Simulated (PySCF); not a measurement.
Compound: C₂F₅O₃S (charge -1).
Cartesian coordinates in Å at the PBE0-D3(BJ)/def2-SVP level; atoms count from 1:
```
atom  x, y, z in Å
O1     1.4671   -1.3347    1.0020
S2     1.5652   -0.1019    0.2086
O3     1.8007   -0.2880   -1.2300
O4     2.2913    1.0088    0.8378
C5    -0.1922    0.5321    0.2434
F6    -0.2671    1.7230   -0.3884
F7    -0.5846    0.7212    1.5214
C8    -1.2534   -0.3676   -0.4077
F9    -1.0513   -0.5138   -1.7092
F10   -2.4692    0.1916   -0.2556
F11   -1.3008   -1.5683    0.1517
```

Jobs on this species (11 atoms, 98 electrons) with PySCF (density fitting). Hardware of each: one thread of an Arm Neoverse V2, no GPU (shared host). Other jobs ran on the host; a repeat could differ by tens of per cent or more.

| level and settings | work | basis functions | SCF cycles | wall time |
| --- | --- | --- | --- | --- |
| PBE0/def2-SVPD, IEF-PCM dimethylsulfoxide | 6 singlets by full TDDFT, polarisability | 251 | ? | ? |
| PBE0/def2-SVPD, IEF-PCM methanol | 6 singlets by full TDDFT, polarisability | 251 | 15 | 57 s |
| PBE0/pcSseg-1, IEF-PCM dimethylsulfoxide | shieldings, charges and field gradients | 194 | 15 | 34 s |
| PBE0/pcSseg-1, IEF-PCM methanol | shieldings | 194 | 15 | 32 s |
| PBE0-D3(BJ)/def2-SVP, grid level 1 | geometry optimisation from a GFN2-xTB start | 158 | 42 | 89 s |
| PBE0/def2-SVPD | 6 singlets by full TDDFT, polarisability, dynamic polarisability | 251 | 15 | 88 s |

Problem. Fill in the missing figures.

Solution. 
- PBE0/def2-SVPD, IEF-PCM dimethylsulfoxide; 6 singlets by full TDDFT, polarisability: 62 s, 15 SCF cycles

Problem. What do all jobs in the table cost together?

Solution. About 6.0 min; the longest takes about 25 % of that, and about 2.8 times as long as the shortest.
